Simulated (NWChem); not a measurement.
System: MgSiH$_{3}$Br; SMILES [Br][Mg][SiH3]

Input file for NWChem:

```
start job
memory heap 200 mb stack 900 mb global 1100 mb
geometry units angstroms noautosym nocenter noautoz
  Mg     0.084746    -0.416292     0.000076
  Br     0.514914     1.905063     0.000889
  Si    -0.380305    -2.939090    -0.000786
  H     -1.021141    -3.393944    -1.278518
  H     -1.300981    -3.343221     1.112476
  H      0.876071    -3.742480     0.163326
end
basis spherical
  * library def2-svp
end
dft
  xc b3lyp
  iterations 150
  vectors input atomic output neutral.movecs
end
task dft energy
charge 1
dft
  odft
  mult 2
  vectors input atomic output cation.movecs
end
task dft energy
```

NWChem printed, in part:

```
             Northwest Computational Chemistry Package (NWChem) 7.3.0
             --------------------------------------------------------

                             Geometry "geometry" -> ""
                             -------------------------

 Output coordinates in angstroms (scale by  1.889725989 to convert to a.u.)

  No.       Tag          Charge          X              Y              Z
 ---- ---------------- ---------- -------------- -------------- --------------
    1 Mg                  12.0000     0.08474600    -0.41629200     0.00007600
    2 Br                  35.0000     0.51491400     1.90506300     0.00088900
    3 Si                  14.0000    -0.38030500    -2.93909000    -0.00078600
    4 H                    1.0000    -1.02114100    -3.39394400    -1.27851800
    5 H                    1.0000    -1.30098100    -3.34322100     1.11247600
    6 H                    1.0000     0.87607100    -3.74248000     0.16332600

 Effective nuclear repulsion energy (a.u.)     212.2835377289

                                 NWChem DFT Module
                                 -----------------

 Summary of "ao basis" -> "ao basis" (spherical)
 ------------------------------------------------------------------------------
       Tag                 Description            Shells   Functions and Types
 ---------------- ------------------------------  ------  ---------------------
 Mg                         def2-svp                 8       18   4s3p1d
 Br                         def2-svp                12       32   5s4p3d
 Si                         def2-svp                 8       18   4s3p1d
 H                          def2-svp                 3        5   2s1p

            General Information
            -------------------
          SCF calculation type: DFT
          Wavefunction type:  closed shell.
          No. of atoms     :     6
          No. of electrons :    64
           Alpha electrons :    32
            Beta electrons :    32
          Charge           :     0
          Spin multiplicity:     1
          Use of symmetry is: off; symmetry adaption is: off
          Maximum number of iterations: 150
          AO basis - number of functions:    83
                     number of shells:    37
          Convergence on energy requested:  1.00D-06
          Convergence on density requested:  1.00D-05
          Convergence on gradient requested:  5.00D-04

              XC Information
              --------------
                         B3LYP Method XC Potential
                     Hartree-Fock (Exact) Exchange  0.200
                        Slater Exchange Functional  0.800 local
                    Becke 1988 Exchange Functional  0.720 non-local
              Lee-Yang-Parr Correlation Functional  0.810
                  VWN I RPA Correlation Functional  0.190 local

             Grid Information
             ----------------
          Grid used for XC integration:  medium
          Radial quadrature: Mura-Knowles
          Angular quadrature: Lebedev.
          Tag              B.-S. Rad. Rad. Pts. Rad. Cut. Ang. Pts.
          ---              ---------- --------- --------- ---------
          Mg                  1.50       88          10.0       590
          Br                  1.15      112          13.0       590
          Si                  1.10       88          12.0       590
          H                   0.35       45          13.0       434
          Grid pruning is: on
          Number of quadrature shells:   423
          Spatial weights used:  Erf1

      Superposition of Atomic Density Guess
      -------------------------------------

 Sum of atomic energies:       -3061.85700059

      Non-variational initial energy
      ------------------------------

 Total energy =   -3062.295636
 1-e energy   =   -4686.282203
 2-e energy   =    1411.703029
 HOMO         =      -0.293673
 LUMO         =      -0.025426

   convergence    iter        energy       DeltaE   RMS-Dens  Diis-err
 ---------------- ----- ----------------- --------- --------- ---------
 d= 0,ls=0.0,diis     1  -3065.1510427880 -3.28D+03  1.42D-02  3.26D-01
 d= 0,ls=0.0,diis     2  -3065.1586492472 -7.61D-03  8.22D-03  2.81D-01
 d= 0,ls=0.0,diis     3  -3065.1943752952 -3.57D-02  1.55D-03  1.37D-02
 d= 0,ls=0.0,diis     4  -3065.1960475721 -1.67D-03  3.70D-04  4.08D-04
 d= 0,ls=0.0,diis     5  -3065.1961235012 -7.59D-05  7.94D-05  2.71D-05
  Resetting Diis
 d= 0,ls=0.0,diis     6  -3065.1961285628 -5.06D-06  9.21D-06  2.38D-07
 d= 0,ls=0.0,diis     7  -3065.1961285955 -3.28D-08  6.09D-06  3.80D-08

         Total DFT energy =    -3065.196128595543
      One electron energy =    -4688.701900932489
           Coulomb energy =     1541.147262786888
    Exchange-Corr. energy =     -129.925028178884
 Nuclear repulsion energy =      212.283537728941

 Numeric. integr. density =       64.000001071695

                       DFT Final Molecular Orbital Analysis
                       ------------------------------------

 Vector   30  Occ=2.000000D+00  E=-2.835811D-01
              MO Center=  4.9D-01,  1.8D+00,  8.1D-04, r^2= 1.7D+00
   Bfn.  Coefficient  Atom+Function         Bfn.  Coefficient  Atom+Function
  ----- ------------  ---------------      ----- ------------  ---------------
    35      0.566012  2 Br pz                32      0.512718  2 Br pz
    29     -0.342236  2 Br pz                26      0.111266  2 Br pz
    13      0.081943  1 Mg pz                15      0.064498  1 Mg d -1
    10      0.058053  1 Mg pz                33     -0.057655  2 Br px
    30     -0.052226  2 Br px                 7      0.040863  1 Mg pz

[...]
```

Level: B3LYP/def2-SVP, vertical spin-unrestricted ions. The geometry was optimised at PBE0/def2-SVP.
